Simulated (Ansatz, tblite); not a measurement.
Series [MoO3X]-: vertical IE (eV) at several levels, gas phase, relaxed structures; Ansatz, xTB through tblite. Core potentials for Mo in the def2 sets, no spin–orbit coupling. Raw xTB energies of ions are shifted by several eV. Names give formal oxidation states. The structures are stationary points that may keep the symmetry of their start. Remarks come from the PBE and PBE0 runs and from stability tests at other levels; not every state was tested. HOMO above LUMO (over both spins in singlets and doublets, within one spin in higher multiplets; at PBE or PBE0), or a gap under 0.15 eV within one spin, warns that the state may not be the lowest or that an electron is smeared out.

| species | state | geometry | GFN2-xTB | PBE-D4/def2-TZVPD | r2SCAN-D4/def2-TZVPD | PBE0-D4/def2-TZVPD | remarks |
| --- | --- | --- | --- | --- | --- | --- | --- |
| [MoO3Br]- (MoBrO3⁻) | singlet to doublet | r2SCAN-D4/def2-SVPD | 10.40 | 5.25 | 5.44 | 5.62 | gap within one spin near zero at PBE or PBE0 (neutral doublet) |
| [MoO3F]- (MoO3F⁻) | singlet to doublet | r2SCAN-D4/def2-SVPD | 10.33 | 5.11 | 5.24 | 5.46 | – |
| [MoO3(OH)]- (MoO4H⁻) | singlet to doublet | PBE0-D4/def2-SVPD | 9.71 | 4.82 | 4.94 | 5.13 | – |
| [MoO3(NH2)]- (MoNO3H2⁻) | singlet to doublet | r2SCAN-D4/def2-SVPD | 9.23 | 4.46 | 4.59 | 4.84 | gap within one spin near zero at PBE or PBE0 (neutral doublet) |

Task: Estimate the rows for [MoO3Cl]- (MoClO3⁻) (singlet to doublet, r2SCAN-D4/def2-SVPD geometry).

Result: 
```json
{"species": "[MoO3Cl]- (MoClO3⁻)", "state": "singlet to doublet", "geometry": "r2SCAN-D4/def2-SVPD", "GFN2-xTB": "10.25", "PBE-D4/def2-TZVPD": "5.29", "r2SCAN-D4/def2-TZVPD": "5.42", "PBE0-D4/def2-TZVPD": "5.61", "remarks": "gap within one spin near zero at PBE or PBE0 (neutral doublet)"}
```

Over the 5 species that have every level, the mean is 9.99 at GFN2-xTB, 4.98 at PBE-D4/def2-TZVPD, 5.13 at r2SCAN-D4/def2-TZVPD, 5.33 at PBE0-D4/def2-TZVPD.
